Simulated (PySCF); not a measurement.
[Zr(Cl)4], neutral singlet in the gas phase. 

Z-matrix (Å, degrees):
```
Zr
Cl 1 2.3345
Cl 1 2.3348 2 109.48
Cl 1 2.3349 2 109.39 3 120.01
Cl 1 2.3349 2 109.45 4 120.05
```
Charge 0, spin multiplicity 1.

All levels are single points at this geometry (BP86-D3(BJ)/def2-SVP); Pople sets use spherical d functions. Orbital energies aren't observables, and empty levels follow the basis.

B3LYP/6-311+G** (LANL2DZ on Zr) in PySCF gives HOMO (eV) = -9.58.

### Question
Estimate the HOMO (eV) from each of these levels: B3LYP-D3(BJ)/def2-TZVP in PySCF; TPSSh-D3(BJ)/def2-TZVP in PySCF; B3LYP/6-31G* (LANL2DZ on Zr) in PySCF; B3LYP/LANL2DZ in PySCF; BP86/6-31G* (LANL2DZ on Zr) in PySCF; M06-2X/6-31G* (LANL2DZ on Zr) in PySCF; PBE/6-31G* (LANL2DZ on Zr) in PySCF; SVWN5/6-31G* (LANL2DZ on Zr) in PySCF.

### Answer

```csv
level,HOMO (eV)
B3LYP-D3(BJ)/def2-TZVP in PySCF,-9.43
TPSSh-D3(BJ)/def2-TZVP in PySCF,-9.01
B3LYP/6-31G* (LANL2DZ on Zr) in PySCF,-9.55
B3LYP/LANL2DZ in PySCF,-9.82
BP86/6-31G* (LANL2DZ on Zr) in PySCF,-8.58
M06-2X/6-31G* (LANL2DZ on Zr) in PySCF,-11.17
PBE/6-31G* (LANL2DZ on Zr) in PySCF,-8.47
SVWN5/6-31G* (LANL2DZ on Zr) in PySCF,-8.60
```
